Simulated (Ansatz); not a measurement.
The cluster GeO₄H₄. Charge 0, multiplicity 1. Geometry relaxed at PBE-D4/def2-SVP.

```xyz
9

Ge   -0.467    0.121    0.441
O     0.901    0.867   -0.538
O    -0.218    0.580    2.138
O    -0.284   -1.647    0.278
O     0.706    0.178   -1.832
H     0.130   -1.821   -0.591
H     0.536    0.086    2.513
H     0.527    0.950   -2.408
H    -1.832    0.687   -0.001
```

The structure holds one bond between oxygen atoms, so isomers without such links may lie far lower. The structure comes from a short search, and lower isomers may exist.

Question: Estimate the harmonic wavenumbers at RKS PBE-D4/def2-SVP (Ansatz, unscaled). Is this a minimum?

Answer: 62, 139, 193, 225, 248, 268, 293, 327, 624, 689, 693, 701, 723, 870, 912, 916, 1282, 2122, 3644, 3695, 3720 cm⁻¹. Yes, no mode is imaginary beyond noise. Zero-point energy 133.7 kJ/mol. Hardware: 4 threads of Arm Neoverse V2 on a shared host. Wall time 29 s.
